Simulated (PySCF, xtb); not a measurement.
C₂H₇AlOS, SMILES C[S][Al]([CH3])[OH].

GFN2-xTB (xtb 6.7.1) at its own geometry gives an orbital gap of 3.50 eV and a dipole moment of 3.25 D.

Geometry optimised at TPSSh-D3(BJ)/def2-SVP. Other conformers were not sampled.

Q: What does PBE/def2-TZVP run with PySCF give? (Estimate from the structure and the level; the computed values follow.)

A: gap 4.73 eV (levels -5.66 and -0.93 eV), dipole 1.95 D.
